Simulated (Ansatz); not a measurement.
`[SiH3]CCS` at its PBE0-D4/def2-TZVP geometry, where that method's forces vanish. The species carries charge 0 and has multiplicity 1.

```json
{"atom": "Si1", "x (Å)": "0.4273", "y (Å)": "-1.1273", "z (Å)": "1.3169"}
{"atom": "C2", "x (Å)": "-0.4608", "y (Å)": "0.1811", "z (Å)": "0.2959"}
{"atom": "C3", "x (Å)": "0.0921", "y (Å)": "0.3121", "z (Å)": "-1.1122"}
{"atom": "S4", "x (Å)": "-0.7964", "y (Å)": "1.4915", "z (Å)": "-2.1690"}
{"atom": "H5", "x (Å)": "1.8738", "y (Å)": "-0.7970", "z (Å)": "1.4363"}
{"atom": "H6", "x (Å)": "-0.1593", "y (Å)": "-1.2066", "z (Å)": "2.6809"}
{"atom": "H7", "x (Å)": "0.3057", "y (Å)": "-2.4581", "z (Å)": "0.6616"}
{"atom": "H8", "x (Å)": "-1.5270", "y (Å)": "-0.0628", "z (Å)": "0.2581"}
{"atom": "H9", "x (Å)": "-0.3837", "y (Å)": "1.1387", "z (Å)": "0.8219"}
{"atom": "H10", "x (Å)": "1.1514", "y (Å)": "0.5775", "z (Å)": "-1.1015"}
{"atom": "H11", "x (Å)": "0.0110", "y (Å)": "-0.6349", "z (Å)": "-1.6525"}
{"atom": "H12", "x (Å)": "-0.5341", "y (Å)": "2.5858", "z (Å)": "-1.4364"}
```

Q: For each bond, give half the difference of the two atoms' forces along it (eV/Å; positive pushes the atoms apart) under PBE-D4, r2SCAN-D4, B3LYP-D4, ωB97M-V in def2-TZVPP. (Best estimate.)

A: Computed: 
```csv
bond,length (Å),PBE-D4,r2SCAN-D4,B3LYP-D4,ωB97M-V
Si1–C2,1.882,0.00,0.00,0.08,0.02
Si1–H5,1.489,0.07,-0.03,-0.07,-0.10
Si1–H6,1.487,0.06,-0.03,-0.08,-0.11
Si1–H7,1.488,0.07,-0.03,-0.07,-0.10
C2–C3,1.518,-0.02,0.10,0.16,0.20
C2–H8,1.094,0.11,-0.03,-0.08,-0.07
C2–H9,1.095,0.11,-0.03,-0.08,-0.07
C3–S4,1.816,0.20,0.18,0.26,0.07
C3–H10,1.092,0.10,-0.06,-0.12,-0.11
C3–H11,1.093,0.12,-0.06,-0.12,-0.10
S4–H12,1.343,0.26,0.01,-0.02,-0.10
```

B3LYP here is the variant with VWN-RPA as its local correlation; programs differ in this.
